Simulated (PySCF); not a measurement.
Job for PySCF: R-M06-2X/def2-TZVPP on H3NSSi (SMILES N[Si]S), a point of a torsion scan.

```python
from pyscf import gto, dft

mol = gto.M(
    atom='''
    N    -1.10970923    0.06228259    0.15032163
    Si    0.13344092   -0.75958539    0.98661465
    S     1.84246992    0.48876159    0.36086963
    H    -1.00304852    0.90603389   -0.39788800
    H    -2.06792170   -0.24203232    0.18531658
    H     1.37033022    0.85583055   -0.82331260
    ''',
    basis='def2-tzvpp',
    charge=0, spin=0, verbose=4, max_memory=1800)
mf = dft.RKS(mol, xc='m062x').density_fit(auxbasis='def2-universal-jkfit')
mf.grids.level = 4
mf.conv_tol = 1e-9
mf.max_cycle = 150
mf.kernel()
mf.dip_moment()
```

Output:

```
PySCF version 2.14.0

[INPUT] verbose = 4
[INPUT] num. atoms = 6
[INPUT] num. electrons = 40
[INPUT] charge = 0
[INPUT] spin (= nelec alpha-beta = 2S) = 0
[INPUT] symmetry False subgroup None
[INPUT] Mole.unit = angstrom
[INPUT] Symbol           X                Y                Z      unit          X                Y                Z       unit  Magmom
[INPUT]  1 N     -1.109709230000   0.062282590000   0.150321630000 AA   -2.097046522602   0.117697037429   0.284066711298 Bohr   0.0
[INPUT]  2 Si     0.133440920000  -0.759585390000   0.986614650000 AA    0.252166792610  -1.435408355321   1.864431478984 Bohr   0.0
[INPUT]  3 S      1.842469920000   0.488761590000   0.360869630000 AA    3.481763541549   0.923625545307   0.681944767373 Bohr   0.0
[INPUT]  4 H     -1.003048520000   0.906033890000  -0.397888000000 AA   -1.895486992450   1.712155911674  -0.751899348251 Bohr   0.0
[INPUT]  5 H     -2.067921700000  -0.242032320000   0.185316580000 AA   -3.907805660045  -0.457374798093   0.350197582541 Bohr   0.0
[INPUT]  6 H      1.370330220000   0.855830550000  -0.823312600000 AA    2.589548816015   1.617285348536  -1.555835328904 Bohr   0.0

nuclear repulsion = 133.422522268552
number of shells = 57
number of NR pGTOs = 220
number of NR cGTOs = 157
basis = def2-tzvpp
ecp = {}


******** <class 'pyscf.df.df_jk.DFRKS'> ********
method = DFRKS
initial guess = minao
damping factor = 0
level_shift factor = 0
DIIS = <class 'pyscf.scf.diis.CDIIS'>
diis_start_cycle = 1
diis_space = 8
diis_damp = 0
SCF conv_tol = 1e-09
SCF conv_tol_grad = None
SCF max_cycles = 150
direct_scf = False
XC library pyscf.dft.libxc version 7.1.2
    S. Lehtola, C. Steigemann, M. J. T. Oliveira, and M. A. L. Marques,  SoftwareX 7, 1–5 (2018)
XC functionals = m062x
    Y. Zhao and D. G. Truhlar,  Theor. Chem. Acc. 120, 215 (2008)
    Y. Zhao and D. G. Truhlar,  Theor. Chem. Acc. 120, 215 (2008)
radial grids:
    Treutler-Ahlrichs [JCP 102, 346 (1995); DOI:10.1063/1.469408] (M4) radial grids

becke partition: Becke, JCP 88, 2547 (1988); DOI:10.1063/1.454033
pruning grids: <function nwchem_prune>
grids dens level: 4
symmetrized grids: False
atomic radii adjust function: <function treutler_atomic_radii_adjust>
small_rho_cutoff = 0
Set gradient conv threshold to 3.16228e-05
Initial guess from minao.
tot grids = 132608
******** <class 'pyscf.df.df.DF'> ********
auxbasis = def2-universal-jkfit
init E= -744.341223779438
  HOMO = -0.249461645363724  LUMO = -0.0716653717042135  gap/eV = 4.83808
cycle= 1 E= -744.221703068738  delta_E= 0.12  |g|= 0.366  |ddm|= 1.86
  HOMO = -0.26470185963543  LUMO = -0.0268626393110907  gap/eV = 6.47193
cycle= 2 E= -744.229129127869  delta_E= -0.00743  |g|= 0.368  |ddm|= 0.58
  HOMO = -0.284019279979387  LUMO = -0.0271333453591538  gap/eV = 6.99022
cycle= 3 E= -744.258078185346  delta_E= -0.0289  |g|= 0.0472  |ddm|= 0.249
  HOMO = -0.286725935022875  LUMO = -0.0264959766228117  gap/eV = 7.08122
cycle= 4 E= -744.258522763009  delta_E= -0.000445  |g|= 0.0243  |ddm|= 0.0541
  HOMO = -0.286137586495521  LUMO = -0.0264240538798646  gap/eV = 7.06717
cycle= 5 E= -744.25867087711  delta_E= -0.000148  |g|= 0.00429  |ddm|= 0.023
  HOMO = -0.285844113817908  LUMO = -0.0258907911674839  gap/eV = 7.07369
cycle= 6 E= -744.258677009884  delta_E= -6.13e-06  |g|= 0.00129  |ddm|= 0.00707
  HOMO = -0.286008105704322  LUMO = -0.0260645317650585  gap/eV = 7.07342
cycle= 7 E= -744.258677578037  delta_E= -5.68e-07  |g|= 0.000396  |ddm|= 0.00198
  HOMO = -0.285974525995839  LUMO = -0.026021687234369  gap/eV = 7.07368
cycle= 8 E= -744.258677642912  delta_E= -6.49e-08  |g|= 0.000109  |ddm|= 0.000643
  HOMO = -0.285978267908006  LUMO = -0.02602411796925  gap/eV = 7.07371
cycle= 9 E= -744.25867764872  delta_E= -5.81e-09  |g|= 3.06e-05  |ddm|= 0.00021
  HOMO = -0.285978493197993  LUMO = -0.0260235404871594  gap/eV = 7.07373
cycle= 10 E= -744.258677649204  delta_E= -4.83e-10  |g|= 8.42e-06  |ddm|= 6.77e-05
  HOMO = -0.285979102199587  LUMO = -0.026024434892463  gap/eV = 7.07373
Extra cycle  E= -744.258677649228  delta_E= -2.43e-11  |g|= 5.81e-06  |ddm|= 1.55e-05
converged SCF energy = -744.258677649228
Dipole moment(X, Y, Z, Debye): -2.52474,  0.46964, -1.23033
```

The run converged.

Cost: about 26 core-seconds (a rough figure).
